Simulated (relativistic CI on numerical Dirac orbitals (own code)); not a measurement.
Re²⁺: 4f photoemission

Computed with this model: Dirac-Coulomb-Breit CI, separate exchange-only KLI orbitals for each configuration, model QED, valence Slater integrals scaled by 0.8, multiplet model of photoemission in the sudden approximation; configurations [Xe] 4f14 5d5 → [Xe] 4f13 5d5; 300 K; Lorentzian 0.25 eV and Gaussian 0.5 eV FWHM. Energies are those of the free ion, without screening or charge transfer. The energies are binding energies and can lie tens of eV above those of solids. S is read from ⟨S²⟩ = S(S + 1).

Field parameters in Wybourne normalisation: Oh B⁴₀ = 21Dq, B⁴₄ = √(5/14) B⁴₀. The field is a parameter set, without covalency.

free ion: ground-state S = 2.44, centroid 66.91 eV. Peaks (eV, height): 65.6 (100), 68.0 (62).

Oh, 10Dq = 27050 cm⁻¹: ground-state S = 0.59, centroid 67.23 eV. Peaks (eV, height): 65.9 (100), 67.0 (12), 68.4 (49).

Strongest unbroadened transitions for free ion:

```tsv
Energy (eV)	Relative strength
65.39	100.0
65.57	84.3
65.73	68.1
65.90	51.9
66.06	35.3
66.33	21.8
67.73	8.4
67.79	10.5
67.84	14.1
67.96	20.4
67.98	12.8
68.00	27.6
68.02	14.1
68.07	20.5
68.29	14.0
68.43	19.2
68.76	10.7
69.35	12.7
```
